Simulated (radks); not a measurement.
The oxygen anion O-, [He] 2s2 2p5, held by a Watson sphere: a shell of charge +1 at radius R that stands for the Madelung well of a crystal (potential energy -1/R inside, -1/r outside, in hartree with lengths in bohr). All-electron calculation, non-relativistic Kohn-Sham, r2SCAN, spin-unpolarised, spherical densities, point nucleus; meta-GGA in the generalised Kohn-Sham scheme. Program: a radial shooting solver on a logarithmic mesh with Libxc functionals.

| R (bohr) | e(1s) (eV) | e(2s) (eV) | e(2p) (eV) | <r> 2p (bohr) | sum of <r^2> (bohr^2) | X-ray form factor at sin(theta)/lambda = 0.3 1/angstrom |
|---|---|---|---|---|---|---|
| 1.92 | -516.07 | -24.142 | -8.476 | 1.368 | 15.98 | 4.143 |
| 2.2 | -515.78 | -23.328 | -7.774 | 1.398 | 16.69 | 4.110 |
| 2.35 | -515.59 | -22.933 | -7.420 | 1.412 | 17.04 | 4.099 |
| 2.64 | -515.19 | -22.244 | -6.784 | 1.435 | 17.64 | 4.085 |
| 3.46 | -514.06 | -20.721 | -5.312 | 1.481 | 18.98 | 4.073 |
| 3.48 | -514.03 | -20.690 | -5.281 | 1.482 | 19.01 | 4.073 |
